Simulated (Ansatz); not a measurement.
Harmonic vibrations of AlBH6N2, SMILES `[BH2][Al]([NH2])[NH2]` by finite differences.

```yaml
crystal:
  periodic: [false, false, false]
  atoms:
    - {symbol: B, position_ang: [-1.679499, 0.368911, -1.043379]}
    - {symbol: Al, position_ang: [0.099770, -0.025136, 0.056661]}
    - {symbol: N, position_ang: [0.967370, -1.562583, -0.135644]}
    - {symbol: N, position_ang: [0.754068, 1.175112, 1.190121]}
    - {symbol: H, position_ang: [-1.816294, 0.059164, -2.195044]}
    - {symbol: H, position_ang: [-2.633495, 0.918704, -0.565235]}
    - {symbol: H, position_ang: [1.747051, -1.883530, 0.414920]}
    - {symbol: H, position_ang: [0.732090, -2.251784, -0.830858]}
    - {symbol: H, position_ang: [0.273254, 2.022848, 1.442776]}
    - {symbol: H, position_ang: [1.638785, 1.127292, 1.668683]}
basis:
  gaussian: {orbitals: def2-TZVP}
hamiltonian: {xc: pbe0, dispersion: d4}
phonons: {temperatures: {t_min: 298.15, t_max: 900, t_step: 200}}
```

```sh
$ ansatz run in.yaml --threads 2 --pin off --events-out ev --progress --plain --max-ram 4352MiB
```

Output, abridged:

```
Functional definition: PBE0
mean field -10345.78877686 eV, -380.2007249220 hartree, gradient 3.6e-5 eV, S^2 0.000000; 0 other end points of the search recorded, 0 dependent functions left out
mean field -10345.78866996 eV, -380.2007209935 hartree, gradient 8.4e-7 eV, S^2 0.000000; 0 other end points of the search recorded, 0 dependent functions left out
mean field -10345.78872572 eV, -380.2007230428 hartree, gradient 8.2e-7 eV, S^2 0.000000; 0 other end points of the search recorded, 0 dependent functions left out
mean field -10345.78873111 eV, -380.2007232408 hartree, gradient 2.6e-6 eV, S^2 0.000000; 0 other end points of the search recorded, 0 dependent functions left out
mean field -10345.78873858 eV, -380.2007235152 hartree, gradient 2.3e-6 eV, S^2 0.000000; 0 other end points of the search recorded, 0 dependent functions left out
mean field -10345.78867259 eV, -380.2007210903 hartree, gradient 8.3e-7 eV, S^2 0.000000; 0 other end points of the search recorded, 0 dependent functions left out
mean field -10345.78869634 eV, -380.2007219632 hartree, gradient 2.2e-6 eV, S^2 0.000000; 0 other end points of the search recorded, 0 dependent functions left out
mean field -10345.78870322 eV, -380.2007222158 hartree, gradient 1.8e-6 eV, S^2 0.000000; 0 other end points of the search recorded, 0 dependent functions left out
mean field -10345.78872178 eV, -380.2007228981 hartree, gradient 1.4e-6 eV, S^2 0.000000; 0 other end points of the search recorded, 0 dependent functions left out
mean field -10345.78868679 eV, -380.2007216119 hartree, gradient 3.0e-6 eV, S^2 0.000000; 0 other end points of the search recorded, 0 dependent functions left out
mean field -10345.78867684 eV, -380.2007212466 hartree, gradient 3.0e-6 eV, S^2 0.000000; 0 other end points of the search recorded, 0 dependent functions left out
mean field -10345.78871717 eV, -380.2007227284 hartree, gradient 2.3e-6 eV, S^2 0.000000; 0 other end points of the search recorded, 0 dependent functions left out
mean field -10345.78873082 eV, -380.2007232301 hartree, gradient 1.9e-6 eV, S^2 0.000000; 0 other end points of the search recorded, 0 dependent functions left out
mean field -10345.78867313 eV, -380.2007211103 hartree, gradient 8.5e-7 eV, S^2 0.000000; 0 other end points of the search recorded, 0 dependent functions left out
mean field -10345.78863949 eV, -380.2007198739 hartree, gradient 1.2e-6 eV, S^2 0.000000; 0 other end points of the search recorded, 0 dependent functions left out
mean field -10345.78859572 eV, -380.2007182653 hartree, gradient 1.2e-6 eV, S^2 0.000000; 0 other end points of the search recorded, 0 dependent functions left out
mean field -10345.78865298 eV, -380.2007203697 hartree, gradient 8.4e-7 eV, S^2 0.000000; 0 other end points of the search recorded, 0 dependent functions left out
mean field -10345.78865486 eV, -380.2007204386 hartree, gradient 8.4e-7 eV, S^2 0.000000; 0 other end points of the search recorded, 0 dependent functions left out
mean field -10345.78865937 eV, -380.2007206046 hartree, gradient 8.3e-7 eV, S^2 0.000000; 0 other end points of the search recorded, 0 dependent functions left out
mean field -10345.78862883 eV, -380.2007194820 hartree, gradient 8.1e-7 eV, S^2 0.000000; 0 other end points of the search recorded, 0 dependent functions left out
mean field -10345.78859984 eV, -380.2007184168 hartree, gradient 8.1e-7 eV, S^2 0.000000; 0 other end points of the search recorded, 0 dependent functions left out
mean field -10345.78864870 eV, -380.2007202122 hartree, gradient 8.1e-7 eV, S^2 0.000000; 0 other end points of the search recorded, 0 dependent functions left out
mean field -10345.78860703 eV, -380.2007186810 hartree, gradient 1.2e-6 eV, S^2 0.000000; 0 other end points of the search recorded, 0 dependent functions left out
mean field -10345.78871763 eV, -380.2007227456 hartree, gradient 8.1e-7 eV, S^2 0.000000; 0 other end points of the search recorded, 0 dependent functions left out
mean field -10345.78867352 eV, -380.2007211244 hartree, gradient 1.1e-6 eV, S^2 0.000000; 0 other end points of the search recorded, 0 dependent functions left out
mean field -10345.78876267 eV, -380.2007244007 hartree, gradient 1.5e-6 eV, S^2 0.000000; 0 other end points of the search recorded, 0 dependent functions left out
mean field -10345.78877431 eV, -380.2007248285 hartree, gradient 1.6e-6 eV, S^2 0.000000; 0 other end points of the search recorded, 0 dependent functions left out
mean field -10345.78877423 eV, -380.2007248255 hartree, gradient 2.9e-6 eV, S^2 0.000000; 0 other end points of the search recorded, 0 dependent functions left out
mean field -10345.78876264 eV, -380.2007243997 hartree, gradient 2.0e-6 eV, S^2 0.000000; 0 other end points of the search recorded, 0 dependent functions left out
mean field -10345.78870470 eV, -380.2007222704 hartree, gradient 1.5e-6 eV, S^2 0.000000; 0 other end points of the search recorded, 0 dependent functions left out
mean field -10345.78871678 eV, -380.2007227141 hartree, gradient 1.8e-6 eV, S^2 0.000000; 0 other end points of the search recorded, 0 dependent functions left out
mean field -10345.78872336 eV, -380.2007229560 hartree, gradient 1.5e-6 eV, S^2 0.000000; 0 other end points of the search recorded, 0 dependent functions left out
mean field -10345.78873598 eV, -380.2007234197 hartree, gradient 1.6e-6 eV, S^2 0.000000; 0 other end points of the search recorded, 0 dependent functions left out
mean field -10345.78876335 eV, -380.2007244256 hartree, gradient 1.8e-6 eV, S^2 0.000000; 0 other end points of the search recorded, 0 dependent functions left out
mean field -10345.78875551 eV, -380.2007241376 hartree, gradient 2.7e-6 eV, S^2 0.000000; 0 other end points of the search recorded, 0 dependent functions left out
mean field -10345.78875292 eV, -380.2007240422 hartree, gradient 2.1e-6 eV, S^2 0.000000; 0 other end points of the search recorded, 0 dependent functions left out
mean field -10345.78876423 eV, -380.2007244580 hartree, gradient 2.1e-6 eV, S^2 0.000000; 0 other end points of the search recorded, 0 dependent functions left out
mean field -10345.78869866 eV, -380.2007220482 hartree, gradient 2.2e-6 eV, S^2 0.000000; 0 other end points of the search recorded, 0 dependent functions left out
mean field -10345.78868082 eV, -380.2007213928 hartree, gradient 2.5e-6 eV, S^2 0.000000; 0 other end points of the search recorded, 0 dependent functions left out
mean field -10345.78874458 eV, -380.2007237357 hartree, gradient 1.7e-6 eV, S^2 0.000000; 0 other end points of the search recorded, 0 dependent functions left out
mean field -10345.78875979 eV, -380.2007242947 hartree, gradient 1.5e-6 eV, S^2 0.000000; 0 other end points of the search recorded, 0 dependent functions left out
mean field -10345.78873199 eV, -380.2007232732 hartree, gradient 1.9e-6 eV, S^2 0.000000; 0 other end points of the search recorded, 0 dependent functions left out
mean field -10345.78872387 eV, -380.2007229747 hartree, gradient 1.8e-6 eV, S^2 0.000000; 0 other end points of the search recorded, 0 dependent functions left out
mean field -10345.78876084 eV, -380.2007243333 hartree, gradient 1.8e-6 eV, S^2 0.000000; 0 other end points of the search recorded, 0 dependent functions left out
mean field -10345.78875849 eV, -380.2007242469 hartree, gradient 1.7e-6 eV, S^2 0.000000; 0 other end points of the search recorded, 0 dependent functions left out
mean field -10345.78869434 eV, -380.2007218896 hartree, gradient 2.3e-6 eV, S^2 0.000000; 0 other end points of the search recorded, 0 dependent functions left out
mean field -10345.78871480 eV, -380.2007226414 hartree, gradient 1.6e-6 eV, S^2 0.000000; 0 other end points of the search recorded, 0 dependent functions left out
mean field -10345.78869872 eV, -380.2007220504 hartree, gradient 2.3e-6 eV, S^2 0.000000; 0 other end points of the search recorded, 0 dependent functions left out
mean field -10345.78871116 eV, -380.2007225078 hartree, gradient 2.1e-6 eV, S^2 0.000000; 0 other end points of the search recorded, 0 dependent functions left out
mean field -10345.78873213 eV, -380.2007232783 hartree, gradient 1.6e-6 eV, S^2 0.000000; 0 other end points of the search recorded, 0 dependent functions left out
mean field -10345.78873552 eV, -380.2007234029 hartree, gradient 1.2e-6 eV, S^2 0.000000; 0 other end points of the search recorded, 0 dependent functions left out
mean field -10345.78868409 eV, -380.2007215130 hartree, gradient 1.6e-6 eV, S^2 0.000000; 0 other end points of the search recorded, 0 dependent functions left out
mean field -10345.78866261 eV, -380.2007207236 hartree, gradient 2.5e-6 eV, S^2 0.000000; 0 other end points of the search recorded, 0 dependent functions left out
mean field -10345.78876725 eV, -380.2007245688 hartree, gradient 2.1e-6 eV, S^2 0.000000; 0 other end points of the search recorded, 0 dependent functions left out
mean field -10345.78875675 eV, -380.2007241832 hartree, gradient 2.1e-6 eV, S^2 0.000000; 0 other end points of the search recorded, 0 dependent functions left out
mean field -10345.78867351 eV, -380.2007211241 hartree, gradient 1.9e-6 eV, S^2 0.000000; 0 other end points of the search recorded, 0 dependent functions left out
mean field -10345.78865443 eV, -380.2007204228 hartree, gradient 2.3e-6 eV, S^2 0.000000; 0 other end points of the search recorded, 0 dependent functions left out
mean field -10345.78876853 eV, -380.2007246161 hartree, gradient 1.4e-6 eV, S^2 0.000000; 0 other end points of the search recorded, 0 dependent functions left out
mean field -10345.78876071 eV, -380.2007243285 hartree, gradient 1.4e-6 eV, S^2 0.000000; 0 other end points of the search recorded, 0 dependent functions left out
mean field -10345.78874883 eV, -380.2007238921 hartree, gradient 2.2e-6 eV, S^2 0.000000; 0 other end points of the search recorded, 0 dependent functions left out
mean field -10345.78873369 eV, -380.2007233358 hartree, gradient 2.3e-6 eV, S^2 0.000000; 0 other end points of the search recorded, 0 dependent functions left out
Total energy: -10345.92176961 eV, -380.2056123154 hartree
Atom 0 at    -1.679499     0.368911    -1.043379 Å, force    -0.001219    -0.003691     0.001289 eV/Å
Atom 1 at     0.099770    -0.025136     0.056661 Å, force     0.000507     0.001000    -0.000088 eV/Å
Atom 2 at     0.967370    -1.562583    -0.135644 Å, force    -0.000036     0.000004    -0.000039 eV/Å
Atom 3 at     0.754068     1.175112     1.190121 Å, force     0.000532    -0.000207     0.000189 eV/Å
Atom 4 at    -1.816294     0.059164    -2.195044 Å, force     0.000086     0.001497    -0.000613 eV/Å
Atom 5 at    -2.633495     0.918704    -0.565235 Å, force     0.000203     0.001255    -0.000803 eV/Å
Atom 6 at     1.747051    -1.883530     0.414920 Å, force    -0.000213    -0.000045    -0.000075 eV/Å
Atom 7 at     0.732090    -2.251784    -0.830858 Å, force     0.000204     0.000093     0.000139 eV/Å
Atom 8 at     0.273254     2.022848     1.442776 Å, force     0.000163    -0.000118    -0.000075 eV/Å
Atom 9 at     1.638785     1.127292     1.668683 Å, force    -0.000227     0.000210     0.000076 eV/Å
Dipole moment:     0.169067    -0.037361     0.104469 e Å
Vibrations: 76.05 135.48 195.18 199.28 279.33 360.47 377.09 385.23 527.93 531.98 620.29 670.94 790.79 829.75 872.63 1163.34 1563.96 1573.18 2556.90 2628.49 3608.71 3608.78 3698.24 3698.81 cm⁻¹, zero-point energy 1.918831 eV
```

Hardware: 2 threads of an Arm Neoverse V2 on a shared host. Wall time 2.1 min, peak host memory 0.39 GiB.
